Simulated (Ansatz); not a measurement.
Ansatz (an electronic-structure program) input (B3LYP-D3(BJ)/def2-TZVP):

Ansatz 0.2 input:
```yaml
crystal:
  periodic: [false, false, false]
  atoms:
    - {symbol: N, position_ang: [0.00332118, -0.01745610, -0.77704312]}
    - {symbol: Si, position_ang: [-0.02419167, -0.02199942, 0.78913657]}
basis:
  gaussian:
    orbitals: def2-TZVP
hamiltonian:
  xc: b3lyp
  dispersion: d3bj
magnetization: {spin_polarized: true, initial_magnetization: 1}
relax: {f_tol: 0.002, max_steps: 150}
```

End of the output:

```
mean field -9365.28496530 eV, -344.1678744567 hartree, gradient 4.1e-6 eV, S^2 0.771236; 0 other end points of the search recorded, 0 dependent functions left out
the calculation of the forces begins
reference -9365.28512436 eV, -344.1678803021 hartree; 11, 10 occupied and 57, 58 virtual orbitals, 416 factors
relax step   3: F+E_penalty+E_count = -9365.33201164 eV  Δ(F+E_penalty+E_count) = -6.889e-6 eV  max|allowed force component| = 5.374e-5 eV/Å  Δτ_max = 0.0003 Å  (42 SCF iters, accepted)
integrals: 0.01 GiB planned
416 factors; their error is unknown
mean field: 0.17 GiB planned
mean field evaluation 64: about -9365.2850 eV, gradient 1.6e-2 eV
mean field -9365.28496530 eV, -344.1678744567 hartree, gradient 4.1e-6 eV, S^2 0.771236; 2 other end points of the search recorded, 0 dependent functions left out
the calculation of the forces begins
reference -9365.28512436 eV, -344.1678803021 hartree; 11, 10 occupied and 57, 58 virtual orbitals, 416 factors
Total energy: -9365.33217070 eV, -344.1696092232 hartree
Atom 0 at     0.003331    -0.017455    -0.777580 Å, force     0.000001     0.000000    -0.000054 eV/Å
Atom 1 at    -0.024201    -0.022001     0.789673 Å, force    -0.000001    -0.000000     0.000054 eV/Å
Dipole moment:    -0.010083    -0.001665     0.573970 e Å
```
